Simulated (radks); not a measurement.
Effect of the nuclear size on neutral sulfur, [Ne] 3s2 3p4. Method: Dirac Kohn-Sham, PBE, spin-unpolarised, spherical densities, finite nucleus; open shells are shared between the two j in proportion to 2j + 1; Fermi nuclear charge, rms radius 3.2611 fm; computed with a radial shooting solver on a logarithmic mesh with Libxc functionals. The rms radius is varied about that value; shifts are against it.

| rms radius (fm) | total energy shift (eV) | density at nucleus (e/bohr^3) | 1s1/2 shift (meV) | 2s1/2 shift (meV) |
|---|---|---|---|---|
| 2.8241 | -0.00255 | 2954 | -1.07 | -0.075 |
| 2.997 | -0.00158 | 2951 | -0.663 | -0.047 |
| 3.2611 | 0 | 2947 | 0.000 | 0.000 |
| 3.385 | 0.000787 | 2945 | 0.330 | 0.023 |
| 3.9655 | 0.00486 | 2937 | 2.04 | 0.144 |

Slopes of the eigenvalues against <r^2> in GHz/fm^2, as finite differences over the two radii next to the reference (eigenvalue slopes, not the field-shift constants of lines): 1s1/2 97.0, 2s1/2 6.85.
